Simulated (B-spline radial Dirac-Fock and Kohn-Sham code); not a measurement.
Energy-loss ionisation edge L2 (2p1/2) of Er

System: the free erbium atom in the configuration [Xe] 4f12 6s2. Method: the first Born approximation with generalised oscillator strengths from a Dirac-Hartree-Slater potential (longitudinal and transverse terms; continuum final states only, so no white lines or fine structure). Computed with an atomic code on a B-spline grid. The edge is taken at 9264.0 eV (tabulated value).

The run's input, task.json:

```json
{"items": [{
  "Z": 68,
  "q": 0,
  "cfg": [[1, 0, 2], [2, 0, 2], [2, 1, 6], [3, 0, 2], [3, 1, 6], [3, 2, 10], [4, 0, 2], [4, 1, 6], [4, 2, 10], [4, 3, 12], [5, 0, 2], [5, 1, 6], [6, 0, 2]],
  "A": 166,
  "rrms": 5.2516,
  "do": "eels",
  "beams": [[60, 100], [80, 5], [80, 20], [80, 50], [100, 5], [120, 5], [120, 10], [120, 50], [120, 100], [200, 10], [200, 50], [200, 100], [300, 5], [300, 10]],
  "edges": {"L2": 9264.0}
}]}
```

Command: `python xray2_run.py task.json out`

Partial cross sections σ(β, Δ) in barn, integrated over a window Δ above the edge and up to the collection semi-angle β, for parallel illumination:

```csv
E₀ (kV),β (mrad),Δ = 25 eV,Δ = 50 eV,Δ = 100 eV,Δ = 200 eV,Δ = 300 eV
60,100,0.647,1.25,2.43,4.72,6.92
80,5,0.00367,0.00704,0.0136,0.0264,0.0384
80,20,0.0564,0.108,0.210,0.406,0.592
80,50,?,?,?,?,?
100,5,0.00481,0.00922,0.0179,0.0345,0.0503
120,5,0.00599,0.0115,0.0222,0.0429,0.0625
120,10,0.0236,0.0452,0.0876,0.169,0.247
120,50,0.396,0.760,1.48,2.86,4.19
120,100,0.837,1.61,3.15,6.13,9.01
200,10,0.0436,0.0833,0.161,0.311,0.454
200,50,0.522,1.00,1.95,3.79,5.56
200,100,0.880,1.70,3.32,6.48,9.54
300,5,0.0189,0.0362,0.0699,0.135,0.196
300,10,0.0746,0.143,0.276,0.533,0.776
```

Q: Give the row for 80 kV and 50 mrad.

A: 0.291 b for 25 eV, 0.559 b for 50 eV, 1.09 b for 100 eV, 2.11 b for 200 eV, 3.08 b for 300 eV.
